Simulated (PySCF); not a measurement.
## TeCl, CCSD(T): how much the basis matters

PySCF, UHF reference; doublet, unpaired electrons π ↑; De to Te + Cl without counterpoise correction. Frozen cores follow the default of each basis and core potential.

```
     basis                           relativity  functions  Re (Å)  ωe (cm⁻¹)  De (eV)  frozen orbitals
  def2-SVP  scalar-relativistic core potentials         44   2.382        369     2.04                9
x2c-SVPall                        spin-free X2C         54   2.382        364     2.07               23
def2-TZVPP  scalar-relativistic core potentials         92   2.324        386     2.50                9
```

How does each smaller set differ from the one with most functions, def2-TZVPP?

def2-SVP: +5.8 pm, -4.4 % in ωe, -0.46 eV in De; x2c-SVPall: +5.8 pm, -5.7 % in ωe, -0.43 eV in De. All at CCSD(T); the set with most functions is neither the basis-set limit nor always the best. The rows treat relativity differently, so the differences are not basis effects alone.

Correlated steps freeze the inner cores (9 to 23 orbitals); shallow outer-core shells are correlated. Correlated levels converge slowly with the basis: in double zeta they bind strong bonds too weakly, by up to about 1 eV, and carry superposition errors of some tenths. These are scalar-relativistic numbers at best; spin–orbit coupling would shift them, the dissociation energy most. The state is the lowest determinant that a PBE0 search found; another state may lie lower at other levels.
